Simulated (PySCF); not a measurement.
# Radial density of In³⁺ (indium, charge +3)

UHF, [Kr] 4d10, closed-shell 1S. Computed with PySCF 2.14 in aug-cc-pVQZ-DK3, with the spin-free X2C one-electron Hamiltonian (Gaussian nucleus).

```tsv
r (bohr)	4πr²ρ (e/bohr)
0.0322	56.58
0.0542	59.71
0.0911	80.41
0.153	57.78
0.258	65.23
0.434	32.99
0.729	21.29
1.23	12.65
2.06	1.399
3.47	0.02056
5.84	1.090e-05
```

Densities and radii are taken from the X2C orbitals without a picture-change correction, which distorts them close to the nucleus.
